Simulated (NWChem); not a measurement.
System: phosphoric acid (H₃PO₄); SMILES O=P(O)(O)O

Output (shortened):

```
             Northwest Computational Chemistry Package (NWChem) 7.3.0
             --------------------------------------------------------

 C3  symmetry detected

                             Geometry "geometry" -> ""
                             -------------------------

 Output coordinates in angstroms (scale by  1.889725989 to convert to a.u.)

  No.       Tag          Charge          X              Y              Z
 ---- ---------------- ---------- -------------- -------------- --------------
    1 O                    8.0000    -0.51826103     1.34129466     0.59376878
    2 P                   15.0000     0.00000000     0.00000000    -0.11815607
    3 O                    8.0000     0.00000000     0.00000000    -1.59376033
    4 O                    8.0000     1.42072577    -0.22182011     0.59376878
    5 O                    8.0000    -0.90246473    -1.11947455     0.59376878
    6 H                    1.0000    -1.24010533     1.73951634     0.09065766
    7 H                    1.0000     2.12651800     0.20420455     0.09065766
    8 H                    1.0000    -0.88641267    -1.94372089     0.09065766

 Effective nuclear repulsion energy (a.u.)     278.8548521665

      Symmetry information
      --------------------

 Group name             C3
 Group number              5
 Group order               3
 No. of unique centers     4

  pbe96 is a nonlocal functional; adding pw91lda local functional.

                                 NWChem DFT Module
                                 -----------------

 Summary of "ao basis" -> "ao basis" (spherical)
 ------------------------------------------------------------------------------
       Tag                 Description            Shells   Functions and Types
 ---------------- ------------------------------  ------  ---------------------
 O                           3-21g                   5        9   3s2p
 P                           3-21g                   7       13   4s3p
 H                           3-21g                   2        2   2s

      Symmetry analysis of basis
      --------------------------

        a          23
        e+         16
        e-         16

  Rotation of axis

            General Information
            -------------------
          SCF calculation type: DFT
          Wavefunction type:  closed shell.
          No. of atoms     :     8
          No. of electrons :    50
           Alpha electrons :    25
            Beta electrons :    25
          Charge           :     0
          Spin multiplicity:     1
          Use of symmetry is: on ; symmetry adaption is: on
          Maximum number of iterations: 150
          AO basis - number of functions:    55
                     number of shells:    33
          Convergence on energy requested:  1.00D-06
          Convergence on density requested:  1.00D-05
          Convergence on gradient requested:  5.00D-04

              XC Information
              --------------
          PerdewBurkeErnzerhof Exchange Functional  1.000
            Perdew 1991 LDA Correlation Functional  1.000 local
           PerdewBurkeErnz. Correlation Functional  1.000 non-local

             Grid Information
             ----------------
          Grid used for XC integration:  medium
          Radial quadrature: Mura-Knowles
          Angular quadrature: Lebedev.
          Tag              B.-S. Rad. Rad. Pts. Rad. Cut. Ang. Pts.
          ---              ---------- --------- --------- ---------
          O                   0.60       49           8.0       434
          P                   1.00       88           7.0       590
          H                   0.35       45          10.0       434
          Grid pruning is: on
          Number of quadrature shells:   231
          Spatial weights used:  Erf1

      Superposition of Atomic Density Guess
      -------------------------------------

 Sum of atomic energies:        -637.90449737

      Non-variational initial energy
      ------------------------------

 Total energy =    -639.701726
 1-e energy   =   -1437.200446
 2-e energy   =     518.643868
 HOMO         =      -0.441095
 LUMO         =       0.108064

      Symmetry analysis of molecular orbitals - initial
      -------------------------------------------------

  Numbering of irreducible representations:

     1 a           2 e+          3 e-

  Orbital symmetries:

     1 a           2 a           3 e+          4 e+          5 a
     6 a           7 a           8 e+          9 e+         10 a
    11 e+         12 e+         13 a          14 a          15 e+
    16 e+         17 a          18 e+         19 e+         20 a
    21 e+         22 e+         23 a          24 e+         25 e+
    26 a          27 e+         28 e+         29 a          30 e+
    31 e+         32 a          33 a          34 e+         35 e+

     ---------------------------------------------
      Total Density - Mulliken Population Analysis
     ---------------------------------------------

    Atom       Charge   Shell Charges
 -----------   ------   -------------------------------------------------------
    1 O    8     8.96   1.99  0.43  2.24  1.44  2.86
    2 P   15    12.47   2.00  1.96  5.85  0.68  1.22  0.20  0.57
    3 O    8     9.20   1.99  0.45  2.34  1.50  2.93
    4 O    8     8.96   1.99  0.43  2.24  1.44  2.86
    5 O    8     8.96   1.99  0.43  2.24  1.44  2.86
    6 H    1     0.48   0.31  0.17
    7 H    1     0.48   0.31  0.17
    8 H    1     0.48   0.31  0.17

   convergence    iter        energy       DeltaE   RMS-Dens  Diis-err
 ---------------- ----- ----------------- --------- --------- ---------
 d= 0,ls=0.0,diis     1   -639.9114905134 -9.19D+02  5.58D-02  1.95D+00
 d= 0,ls=0.0,diis     2   -639.3501741073  5.61D-01  4.10D-02  7.55D+00
 d= 0,ls=0.0,diis     3   -640.0501092867 -7.00D-01  1.42D-02  9.30D-01
 d= 0,ls=0.0,diis     4   -640.1334510543 -8.33D-02  2.92D-03  1.28D-01
 d= 0,ls=0.0,diis     5   -640.1442732304 -1.08D-02  5.57D-04  1.01D-03
  Resetting Diis
 d= 0,ls=0.0,diis     6   -640.1443759238 -1.03D-04  1.53D-04  9.56D-05
 d= 0,ls=0.0,diis     7   -640.1443881821 -1.23D-05  7.31D-05  2.93D-06
 d= 0,ls=0.0,diis     8   -640.1443866027  1.58D-06  5.19D-05  1.98D-05
 d= 0,ls=0.0,diis     9   -640.1443885022 -1.90D-06  6.29D-06  2.54D-07
 d= 0,ls=0.0,diis    10   -640.1443885267 -2.44D-08  1.71D-06  2.04D-08

         Total DFT energy =     -640.144388526663
      One electron energy =    -1437.882461544243
           Coulomb energy =      577.221502387126
    Exchange-Corr. energy =      -58.338281536059
 Nuclear repulsion energy =      278.854852166513

 Numeric. integr. density =       49.999997894556

                  Occupations of the irreducible representations
                  ----------------------------------------------

                     irrep           alpha         beta
                     --------     --------     --------
                     a                11.0         11.0
                     e+               14.0         14.0
                     e-                0.0          0.0

                       DFT Final Molecular Orbital Analysis
                       ------------------------------------

 Vector   23  Occ=2.000000D+00  E=-2.711460D-01  Symmetry=a
              MO Center=  3.2D-15,  6.1D-15,  4.0D-01, r^2= 2.9D+00
   Bfn.  Coefficient  Atom+Function         Bfn.  Coefficient  Atom+Function
  ----- ------------  ---------------      ----- ------------  ---------------
    39      0.292093  4 O  py                35      0.265763  4 O  py
     7     -0.252922  1 O  px                47      0.252999  5 O  px
     3     -0.230819  1 O  px                43      0.229495  5 O  px
    31      0.172946  3 O  pz                22      0.167607  2 P  pz
     9      0.149820  1 O  pz                40      0.149820  4 O  pz

 Vector   24  Occ=2.000000D+00  E=-2.361749D-01  Symmetry=e+
              MO Center= -1.0D-01,  7.1D-02, -9.5D-01, r^2= 2.2D+00
   Bfn.  Coefficient  Atom+Function         Bfn.  Coefficient  Atom+Function
  ----- ------------  ---------------      ----- ------------  ---------------
    30      0.491509  3 O  py                26      0.435500  3 O  py
     9      0.227576  1 O  pz                 5      0.193081  1 O  pz
    21      0.181309  2 P  py                49     -0.179700  5 O  pz
    45     -0.154154  5 O  pz                39     -0.145929  4 O  py
     7     -0.124697  1 O  px                35     -0.104078  4 O  py

 Vector   25  Occ=2.000000D+00  E=-2.361749D-01  Symmetry=e+
              MO Center=  1.0D-01, -7.1D-02, -9.5D-01, r^2= 2.2D+00
   Bfn.  Coefficient  Atom+Function         Bfn.  Coefficient  Atom+Function
  ----- ------------  ---------------      ----- ------------  ---------------
    29      0.491509  3 O  px                25      0.435500  3 O  px
    40      0.235141  4 O  pz                36      0.200477  4 O  pz
    20      0.181309  2 P  px                49     -0.159033  5 O  pz
    45     -0.133950  5 O  pz                48      0.109491  5 O  py
     8     -0.107305  1 O  py                38      0.104405  4 O  px

 Vector   26  Occ=0.000000D+00  E= 4.231179D-03  Symmetry=a
              MO Center=  2.2D-16, -5.0D-16, -1.4D-03, r^2= 4.4D+00
   Bfn.  Coefficient  Atom+Function         Bfn.  Coefficient  Atom+Function
  ----- ------------  ---------------      ----- ------------  ---------------
    19      0.773486  2 P  s                  6     -0.556444  1 O  s
    37     -0.556444  4 O  s                 46     -0.556444  5 O  s
    51      0.471722  6 H  s                 53      0.471722  7 H  s
    55      0.471722  8 H  s                 28     -0.257794  3 O  s
     9      0.209035  1 O  pz                40      0.209035  4 O  pz

 Vector   27  Occ=0.000000D+00  E= 6.540420D-02  Symmetry=e+
              MO Center= -1.6D-01,  7.9D-01, -6.4D-02, r^2= 4.6D+00
   Bfn.  Coefficient  Atom+Function         Bfn.  Coefficient  Atom+Function
  ----- ------------  ---------------      ----- ------------  ---------------
    51      0.835585  6 H  s                  6     -0.687273  1 O  s
    53     -0.594286  7 H  s                 37      0.491619  4 O  s
     9      0.280130  1 O  pz                 7      0.255790  1 O  px
    21      0.243862  2 P  py                55     -0.241299  8 H  s
    17      0.231343  2 P  py                40     -0.202335  4 O  pz

 Vector   28  Occ=0.000000D+00  E= 6.540420D-02  Symmetry=e+
              MO Center=  1.6D-01, -7.9D-01, -6.4D-02, r^2= 4.6D+00
   Bfn.  Coefficient  Atom+Function         Bfn.  Coefficient  Atom+Function
  ----- ------------  ---------------      ----- ------------  ---------------
    55      0.825537  8 H  s                 46     -0.680633  5 O  s
    53     -0.621740  7 H  s                 37      0.509758  4 O  s
    49      0.278551  5 O  pz                20     -0.243862  2 P  px
    16     -0.231343  2 P  px                48      0.232202  5 O  py
    40     -0.206648  4 O  pz                51     -0.203797  6 H  s

     ---------------------------------------------
      Total Density - Mulliken Population Analysis
     ---------------------------------------------

    Atom       Charge   Shell Charges
 -----------   ------   -------------------------------------------------------
    1 O    8     8.66   1.98  0.42  2.15  1.50  2.61
    2 P   15    13.60   2.00  1.95  5.85  0.92  1.88  0.13  0.86
    3 O    8     8.63   1.99  0.43  2.09  1.56  2.57
    4 O    8     8.66   1.98  0.42  2.15  1.50  2.61
    5 O    8     8.66   1.98  0.42  2.15  1.50  2.61
    6 H    1     0.60   0.43  0.18
    7 H    1     0.60   0.43  0.18
    8 H    1     0.60   0.43  0.18

     -------------------------------------------
      Total Density - Lowdin Population Analysis
     -------------------------------------------

    Atom       Charge   Shell Charges
 -----------   ------   -------------------------------------------------------
    1 O    8     8.47   1.98  0.59  2.12  1.07  2.71
    2 P   15    13.85   2.00  1.93  5.78  0.70  1.77  0.41  1.27
    3 O    8     8.57   1.98  0.61  2.07  1.15  2.76
    4 O    8     8.47   1.98  0.59  2.12  1.07  2.71
    5 O    8     8.47   1.98  0.59  2.12  1.07  2.71
    6 H    1     0.73   0.43  0.29
    7 H    1     0.73   0.43  0.29
    8 H    1     0.73   0.43  0.29

     Multipole analysis of the density
     ---------------------------------

     L   x y z        total         alpha         beta         nuclear
     -   - - -        -----         -----         ----         -------
     0   0 0 0     -0.000000    -25.000000    -25.000000     50.000000

     1   1 0 0      0.000000      0.000000      0.000000      0.000000
     1   0 1 0     -0.000000     -0.000000     -0.000000     -0.000000
     1   0 0 1     -0.246964     -0.123482     -0.123482      0.000000

     2   2 0 0    -21.293212    -67.172372    -67.172372    113.051532
     2   1 1 0      0.000000      0.000000      0.000000     -0.000000
     2   1 0 1      0.000000      0.000000      0.000000     -0.000000
     2   0 2 0    -21.293212    -67.172372    -67.172372    113.051532
     2   0 1 1      0.000000      0.000000      0.000000      0.000000
     2   0 0 2    -33.334093    -68.476258    -68.476258    103.618424
```

Level: PBE/3-21G. All runs use the structure optimised with PBE0/def2-SVP.

Task: Write an input that gives this output.

Result: Several could match; the one computed here: the input that was run:
```
start job
memory heap 200 mb stack 900 mb global 1100 mb
geometry units angstroms noautoz
  O      1.428183    -0.144019    -0.587962
  P      0.000298    -0.002482     0.130101
  O      0.003717    -0.030629     1.605433
  O     -0.581710     1.326436    -0.555273
  O     -0.850539    -1.149150    -0.601843
  H      2.000121    -0.748333    -0.097604
  H     -0.350735     2.108462    -0.037732
  H     -1.649916    -1.355540    -0.100685
end
basis spherical
  * library 3-21g
end
dft
  xc xpbe96 cpbe96
  iterations 150
  mulliken
end
task dft energy
```
